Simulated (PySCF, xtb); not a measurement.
Ga(CF3)(H)2 (CH2F3Ga), SMILES F[C](F)([GaH2])F.

Harmonic wavenumbers (cm⁻¹) from GFN2-xTB run with xtb at its own minimum, in rising order: 68, 124, 209, 272, 385, 404, 425, 440, 581, 634, 672, 982, 1207, 1697, 1733.

What does PBE-D3(BJ)/def2-SVP (PySCF) give at its own minimum? (An estimate is asked for; the answer gives what the named calculation found.)

35, 138, 182, 285, 430, 490, 518, 590, 696, 710, 1050, 1094, 1151, 1928, 1950. Paired by order, the mean absolute difference is 110 cm⁻¹ and the zero-point energies are 14.1 and 16.1 kcal/mol.
